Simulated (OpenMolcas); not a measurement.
## O5+: effect of the basis set

```yaml
Program: OpenMolcas 26.06
Method: "SS-CASPT2, IPEA 0.25 Eh, imaginary shift 0.1 Eh (closed shells correlated: 1s)"
Active_space: 1 electron in 4 orbitals (2s 2p)
State_averaging: 2S+1 = 2 even, 1 root; 2S+1 = 2 odd, 3 roots
Spin-orbit_coupling: state interaction with AMFI integrals over the reference wave functions, term energies averaged over their components
```

A. ANO-RCC-VDZP [3s2p1d], DKH2, point nucleus; CASPT2 step roughly 0.7 core-seconds
B. ANO-L-VTZP [4s3p2d1f], non-relativistic, point nucleus; CASPT2 step roughly 0.7 core-seconds
C. ANO-RCC-VTZP [4s3p2d1f], DKH2, point nucleus; CASPT2 step roughly 0.7 core-seconds
D. ANO-R3 [4s4p2d1f], X2C, finite nucleus; CASPT2 step roughly 0.8 core-seconds
E. ANO-R2 [4s4p2d1f], X2C, finite nucleus; CASPT2 step of the order of 0.7 core-seconds
F. ANO-RCC-VQZP [5s4p3d2f1g], DKH2, point nucleus; CASPT2 step about 1 core-seconds

Energies in cm⁻¹ above 2s ²S_1/2, the measured ground level; measured values from Moore, Selected Tables of Atomic Spectra, NSRDS-NBS 3, section 8.

```json
{"Level": "2s ²S_1/2", "A": "0.0", "B": "0.0", "C": "0.0", "D": "0.0", "E": "0.0", "F": "0.0", "Measured": "0.0"}
{"Level": "2p ²P°_1/2", "A": "120421", "B": "96896", "C": "97576", "D": "96697", "E": "96697", "F": "96760", "Measured": "96375"}
{"Level": "2p ²P°_3/2", "A": "120769", "B": "97378", "C": "98059", "D": "97202", "E": "97202", "F": "97274", "Measured": "96908"}
```

Deviations, from unrounded energies. A percentage is the sum of absolute deviations over the sum of measured energies, with the sign that they share, or ± where signs differ.

| Against measurement | Levels | A | B | C | D | E | F |
| --- | --- | --- | --- | --- | --- | --- | --- |
| mean absolute deviation (cm-1) | 2 | 24000 | 500 | 1200 | 310 | 310 | 380 |
| other configurations (%) | 2 | +24.8 | +0.5 | +1.2 | +0.3 | +0.3 | +0.4 |

D, E lie about equally close to measurement and A furthest from it. The largest miss of E in the table is 2p ²P°_1/2, by +320 cm-1. The ranking rests on the paired levels alone, and a cruder setting can come out closer through cancelling errors.

The two smallest mean deviations differ by little beside CASPT2's spread within terms, so their order carries little weight.

Among A to F the level of the table that moves most is 2p ²P°_1/2, by 24000 cm-1 (lowest in D, highest in A).

With one active electron, CASPT2 adds the correlation within the correlated inactive shells and between them and that electron, and leaves the splitting within a term as the reference gives it. The basis is small and was not contracted for so high a charge (holds for A). Measured partners are found by configuration, term and J. A level has none where our copy of the source lacks it or the pairing is in doubt (some pairs that miss far off the trend of their configuration count as doubtful), and it then counts in no deviation. Only configurations of the active space appear.

° marks odd parity.
